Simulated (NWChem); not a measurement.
System meant: GaH3SeO2; SMILES [OH][Ga]([OH])[SeH]

NWChem input:

```
start job
memory heap 200 mb stack 900 mb global 1100 mb
geometry units angstroms noautoz
  Ga    -0.003652    -0.777649     0.000336
  O      1.406906    -1.899686    -0.000340
  H      2.255671    -1.431084    -0.000599
  O     -1.619842    -1.564084     0.000287
  H     -1.512945    -2.529581    -0.000241
  Se     0.106135     1.562280     0.001302
  H     -1.374535     1.624588     0.001440
end
basis spherical
  * library def2-svp
end
dft
  odft
  mult 2
  xc xpbe96 cpbe96
  iterations 150
  mulliken
end
task dft energy
```

End of the output:

```
                                 NWChem DFT Module
                                 -----------------

 Summary of "ao basis" -> "ao basis" (spherical)
 ------------------------------------------------------------------------------
       Tag                 Description            Shells   Functions and Types
 ---------------- ------------------------------  ------  ---------------------
 Ga                         def2-svp                12       32   5s4p3d
 O                          def2-svp                 6       14   3s2p1d
 H                          def2-svp                 3        5   2s1p
 Se                         def2-svp                12       32   5s4p3d

 Summary of "ao basis" -> "ao basis" (spherical)
 ------------------------------------------------------------------------------
       Tag                 Description            Shells   Functions and Types
 ---------------- ------------------------------  ------  ---------------------
 Ga                         def2-svp                12       32   5s4p3d
 O                          def2-svp                 6       14   3s2p1d
 H                          def2-svp                 3        5   2s1p
 Se                         def2-svp                12       32   5s4p3d

      Symmetry analysis of basis
      --------------------------

        a'         76
        a"         31

  number of electrons :                   84
  multiplicity        :                    2
 ------------------------------------------------------------------------
  no. of electrons and multiplicity not compatible                  84
 ------------------------------------------------------------------------
 ------------------------------------------------------------------------
  current input line :
    22: task dft energy
 ------------------------------------------------------------------------
 ------------------------------------------------------------------------
 There is an error in the input file
 ------------------------------------------------------------------------
 For more information see the NWChem manual at https://nwchemgit.github.io

0: no. of electrons and multiplicity not compatible:Received an Error in Communication
```

### Question
Find the fault in this run and fix the input.

### Answer
The input was rejected before any calculation. Cause: the multiplicity doesn't fit the number of electrons (an even count wants an odd multiplicity, and the reverse). This input runs:
```
start job
memory heap 200 mb stack 900 mb global 1100 mb
geometry units angstroms noautoz
  Ga    -0.003652    -0.777649     0.000336
  O      1.406906    -1.899686    -0.000340
  H      2.255671    -1.431084    -0.000599
  O     -1.619842    -1.564084     0.000287
  H     -1.512945    -2.529581    -0.000241
  Se     0.106135     1.562280     0.001302
  H     -1.374535     1.624588     0.001440
end
basis spherical
  * library def2-svp
end
dft
  xc xpbe96 cpbe96
  iterations 150
  mulliken
end
task dft energy
```
It converges to -4477.28841 Ha (PBE/def2-SVP).
